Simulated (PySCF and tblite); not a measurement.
Results of a calculation; reference values are marked as such.
C5H10GeO, numbered as in [GeH3:1][C@@H:2]1[CH2:3][C@@H:4]2[O:5][C@@H:6]2[CH2:7]1.

Search: ETKDG and KDG, UFF, GFN2-xTB, 60 starts; geometries at GFN2-xTB. Free energies are PBE0-D3(BJ)/def2-SVP (IEF-PCM, acetonitrile) single points with GFN2-xTB rigid-rotor and vibrational terms (modes under about 100 cm⁻¹ blended into free rotors). Symmetry numbers and mirror images are counted. Conformers within 3 kcal/mol (GFN2-xTB free energy) were kept, 6 at most. Couplings: B3LYP/6-31G* with pcJ-1 on H (gas phase; spin-dipole term only for pairs with B, N, F, Si or P). Couplings are for ¹H. H–H couplings come out 0.1 to 0.9 Hz lower than with pcJ-1 on all atoms. Of two unlike H on one atom, a is the less shielded (WP04/pcSseg-1 (IEF-PCM, acetonitrile)). Programs: PySCF with density fitting and tblite.

The 5-ring runs over atoms 2–3–4–6–7.

```csv
conformer,shape,weight %
1,"5-ring envelope (ring torsions -23, 0, 23, -38, 38°)",100.0
```

(1) Give the couplings in each conformer and the averages at 298.15 K (pairs that fast motion interchanges averaged).

Spin–orbit effects of the heavy atoms on shieldings are missing.

Results:

(1) 
```json
{"coupling": "²J(H1,H1)", "pairs": "3", "1": "7.9", "average (Hz)": "7.9"}
{"coupling": "³J(H1,H2)", "pairs": "3", "1": "1.3", "average (Hz)": "1.3"}
{"coupling": "³J(H2,H3b)", "pairs": "2", "1": "7.5", "average (Hz)": "7.5"}
{"coupling": "³J(H2,H3a)", "pairs": "2", "1": "0.7", "average (Hz)": "0.7"}
{"coupling": "²J(H3b,H3a)", "pairs": "2", "1": "-12.9", "average (Hz)": "-12.9"}
{"coupling": "³J(H3b,H4)", "pairs": "2", "1": "1.3", "average (Hz)": "1.3"}
{"coupling": "³J(H3a,H4)", "pairs": "2", "1": "1.1", "average (Hz)": "1.1"}
{"coupling": "³J(H4,H6)", "pairs": "1", "1": "2.7", "average (Hz)": "2.7"}
```
